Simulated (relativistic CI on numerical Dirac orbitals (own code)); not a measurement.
**Hf⁶³⁺: computed level list**

Computed by Dirac-Coulomb-Breit CI, orbitals from a KLI potential per configuration, model QED (radiative potential, 1s self-energy scaled to tabulated hydrogen-like ionisation energies), unscaled Slater integrals (own radial code, finite nucleus).

Configurations in the expansion (outside the closed core 1s2): 2s²2p⁵, 2s2p⁶, 2p⁶3s, 2p⁶3p, 2s²2p⁴3s, 2p⁶3d, 2s²2p⁴3p, 2s²2p⁴3d, 2s2p⁵3s, 2s2p⁵3p, 2s2p⁵3d, 2s²2p⁴4s, 2s²2p⁴4p, 2s²2p⁴4d, 2s²2p⁴4f, 2s²2p³3s², 2s2p⁵4s, 2s²2p³3s3p, 2s2p⁵4p, 2s²2p⁴5s, 2s2p⁵4d, 2s²2p⁴5p, 2s²2p³3s3d, 2s2p⁵4f, 2s²2p³3p², 2s²2p⁴5d, 2s²2p⁴5f, 2s²2p⁴5g, 2s²2p³3p3d, 2s2p⁴3s², 2s²2p³3d², 2s2p⁴3s3p, 2s2p⁴3s3d, 2s2p⁴3p², 2s2p⁵5s, 2s2p⁴3p3d. Levels of other configurations are missing.

```tsv
No.	Configuration	Term	J	E (eV)	%	Next component (%)	Lifetime (s)
41	2s2p⁵3s	²P°	1/2	9711.1	47	19 2s²2p⁴3p ²P°	9.84e-15
42	2p⁴(1D)3p	²D°	5/2	9720.2	67	14 ²F°	3.54e-13
43	2s2p⁵3s	²P°	3/2	9725.0	28	24 2s²2p⁴3p ²P°	7.40e-14
44	2s2p⁵3p	⁴P	3/2	9746.3	44	30 ⁴S	4.99e-15
45	2s2p⁵3p	²D	5/2	9747.2	43	39 ⁴D	1.84e-15
46	2p⁴(1D)3p	²P°	1/2	9773.8	83	7 ⁴D°	1.54e-13
47	2s2p⁵3p	²P	1/2	9824.6	34	26 ²S	1.17e-15
48	2p⁴(3P)3d	⁴D	1/2	9825.6	77	15 ²P	1.10e-14
49	2s2p⁵3p	²D	3/2	9827.6	53	20 ⁴D	1.88e-15
50	2p⁴(3P)3d	⁴F	3/2	9837.3	34	31 ⁴D	2.11e-14
51	2p⁴(3P)3d	⁴F	5/2	9843.0	57	24 ²F	3.44e-15
52	2p⁴(1D)3d	²G	7/2	9850.3	61	24 ²F	1.06e-12
53	2p⁴(1D)3d	²S	1/2	9872.5	33	31 ⁴P	9.26e-16
54	2p⁴(1D)3d	²F	5/2	9872.5	45	33 ²D	8.79e-16
55	2p⁴(1D)3d	²P	3/2	9878.2	34	31 ²D	7.98e-16
56	2p⁴(3P)3d	⁴D	7/2	9911.1	43	42 ⁴F	5.27e-12
57	2p⁴(3P)3d	²F	5/2	9924.5	45	34 ⁴P	3.54e-12
58	2p⁴(3P)3d	²P	3/2	9925.5	46	20 ⁴P	1.04e-14
59	2p⁴(1D)3d	²G	9/2	9931.5	68	32 ⁴F	8.36e-12
60	2p⁴(1D)3d	²D	5/2	9940.1	64	17 ⁴P	3.38e-12
61	2p⁴(1D)3d	²F	7/2	9946.6	74	11 ⁴F	6.48e-12
62	2p⁴(3P)3d	²D	3/2	9968.9	67	21 ²P	3.96e-16
63	2p⁴(1D)3d	²P	1/2	9975.0	67	31 ²S	3.66e-16
64	2s2p⁵3p	⁴D	7/2	10086.4	99		1.11e-13
65	2s2p⁵3p	²P	3/2	10093.9	57	29 ⁴S	3.25e-15
66	2s2p⁵3p	⁴P	5/2	10100.1	57	40 ²D	4.99e-15
67	2s2p⁵3p	²P	1/2	10120.8	46	42 ²S	2.34e-15
68	2s2p⁵3p	²D	5/2	10173.0	68	21 ⁴D	3.95e-15
69	2s2p⁵3p	²P	3/2	10179.6	51	29 ²D	6.38e-15
70	2s2p⁵3p	²S	1/2	10208.5	54	23 ²P	2.50e-14
71	2s2p⁵3d	⁴P°	1/2	10221.3	88	11 ⁴D°	3.60e-14
72	2s2p⁵3d	⁴P°	3/2	10230.5	53	38 ⁴D°	1.53e-14
73	2s2p⁵3d	⁴F°	7/2	10233.8	46	45 ²F°	7.66e-14
74	2s2p⁵3d	⁴D°	5/2	10237.6	45	24 ⁴F°	9.37e-14
75	2s2p⁵3d	⁴F°	9/2	10303.1	100		1.30e-13
76	2s2p⁵3d	²F°	5/2	10310.6	55	16 ⁴F°	5.79e-14
77	2s2p⁵3d	²P°	1/2	10313.0	73	26 ⁴D°	1.33e-14
78	2s2p⁵3d	²D°	3/2	10314.4	52	20 ⁴F°	1.55e-14
79	2s2p⁵3d	⁴D°	7/2	10323.4	57	36 ²F°	8.57e-14
80	2s2p⁵3d	²D°	5/2	10325.9	58	19 ²F°	5.16e-14
81	2s2p⁵3d	²P°	3/2	10344.9	47	47 ²D°	1.49e-15
82	2s2p⁵3d	²P°	1/2	10363.1	76	18 ⁴D°	3.96e-16
83	2s2p⁵3d	²F°	7/2	10397.1	71	16 ⁴F°	3.87e-14
84	2s2p⁵3d	²D°	5/2	10404.6	59	22 ²F°	4.23e-14
85	2s2p⁵3d	²P°	3/2	10418.2	64	17 ²D°	5.13e-16
```

Energies count from the lowest computed level; ° marks odd parity; lifetimes are radiative, by E1, M1, E2, M2 decay to levels of this space only. Percentages are summed over parent terms; the parents shown are those of the largest component, closed shells are left out there.

The mean weight of the leading LS term, summed over parents, in these 45 levels is 58 %, and that of the leading jj configuration (from the same eigenvectors) 94 %, so jj coupling describes them better and the LS labels are nominal.

At this charge energies of transitions that change n are usually good to better than 1 %, and those within a shell (Δn = 0) to a few per cent.

LS names give the leading component of a level, which can be under half, so a name can repeat, a term be missing and a line seem to break the LS rules.
